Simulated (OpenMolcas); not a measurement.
Ionisation energies of zirconium

```json
{"Program": "OpenMolcas", "Basis": "ANO-R2 [7s5p4d2f1g]", "Scalar Hamiltonian": "X2C, finite nucleus", "Spin-orbit coupling": "state interaction with AMFI integrals over the reference wave functions, term energies averaged over their components"}
```

Active shells in each charge state: the valence d shell, with orbitals averaged over the low states. Where CASPT2's correlated closed shells are named, they are those of the first ion.

A. CASSCF
B. SS-CASPT2, IPEA 0.25 Eh, imaginary shift 0.1 Eh (closed shells correlated: 4s 4p)
C. SS-CASPT2, IPEA 0.25 Eh, imaginary shift 0.1 Eh (closed shells correlated: 3d 4s 4p)
D. SS-CASPT2, IPEA 0.25 Eh, imaginary shift 0.1 Eh (closed shells correlated: none)
E. SS-CASPT2, IPEA 0 Eh, imaginary shift 0.1 Eh (closed shells correlated: 4s 4p)

Energies in eV between the lowest computed levels, named as in B; reference values from the NIST Atomic Spectra Database with their kind.

| From | To | A | B | C | D | E | Spin-orbit share in B | Reference |
| --- | --- | --- | --- | --- | --- | --- | --- | --- |
| Zr2+ 4d2 3F2 | Zr3+ 4d 2D 3/2 | 22.322 | 23.091 | 23.081 | 22.470 | 23.169 | +0.020 | 23.170 (semi-empirical) |
| Zr3+ 4d 2D 3/2 | Zr4+ 4p6 1S0 | 33.374 | 34.120 | 34.106 | 33.374 | 34.195 | +0.096 | 34.418 (measured) |

Error against the reference values, in %:

```csv
From,Reference,A,B,C,D,E
Zr2+,semi-empirical,-3.7,-0.3,-0.4,-3.0,0
Zr3+,measured,-3.0,-0.9,-0.9,-3.0,-0.6
```

Absolute error against the one measured value: A 1.04 eV, B 0.30 eV, C 0.31 eV, D 1.04 eV, E 0.22 eV. E lies closest.

The lowest level within the active space need not be the ion's true ground level.
